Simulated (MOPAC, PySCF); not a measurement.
Constitutional and geometric isomers with formula CH2B2O. Gas-phase values, no solvent. One relaxed conformer stands for each flexible species; it need not be the lowest. Strings in code marks are SMILES.

Quantity: electronic energy of isomers of CH2B2O relative to `[H]/B=C\B=O`, in kcal/mol. Semi-empirical values (MOPAC) are differences of heats of formation.

Level 1: r2SCAN-D4/def2-TZVP (PySCF)
Level 2: PBE/6-31G* // r2SCAN-D4/def2-TZVP (PySCF)
Level 3: SVWN5/6-31G* // r2SCAN-D4/def2-TZVP (PySCF)
Level 4: PM7 // r2SCAN-D4/def2-TZVP (MOPAC)

```tsv
species	level 1	level 2	level 3	level 4
`BB=C=O`	67.0	61.9	64.9	38.9
`OC1=BB1`	79.9	77.1	72.2	67.3
`B=C=BO`	18.1	21.7	18.7	26.4
`C=BB=O`	9.01	7.94	9.27	10.2
`[H]/B=C1\BO1`	60.7	55.8	54.0	53.9
```
